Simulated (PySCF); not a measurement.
**From a computed spectrum to the compound**

A species of 9 atoms with charge -1 has these harmonic modes (PBE0, small Gaussian bases with core potentials, PySCF 2.14.0):

| cm⁻¹ | km/mol |
| --- | --- |
| 85 | 17.7 |
| 87 | 20.4 |
| 87 | 20.4 |
| 99 | 0.0 |
| 103 | 0.1 |
| 153 | 0.0 |
| 153 | 0.0 |
| 153 | 0.0 |
| 212 | 0.0 |
| 212 | 17.2 |
| 237 | 355.4 |
| 238 | 365.3 |
| 238 | 365.4 |
| 483 | 216.0 |
| 483 | 218.0 |
| 483 | 218.0 |
| 523 | 0.0 |
| 4000 | 0.0 |
| 4000 | 12.5 |
| 4000 | 12.5 |
| 4000 | 12.3 |

(1) Which species is it, and in which structure?

Answers

(1) [La(OH)4]− (singlet):
```xyz
9

La    0.0000    0.0000    0.0000
O     1.4227    1.1515    1.2926
H     1.9950    1.6849    1.8411
O    -1.4227   -1.1515    1.2926
H    -1.9950   -1.6849    1.8411
O     1.1515   -1.4227   -1.2926
H     1.6849   -1.9950   -1.8411
O    -1.1515    1.4227   -1.2926
H    -1.6849    1.9950   -1.8411
```
Ideal gas at 298.15 K and 1 bar: S = 440.6 J/(mol K), Cp = 156.8 J/(mol K), H − H(0 K) = 34.0 kJ/mol (rigid rotor, harmonic modes, spin degeneracy alone). The run didn't use the full symmetry, so degenerate modes split by noise. 
 This is one of several that fit.
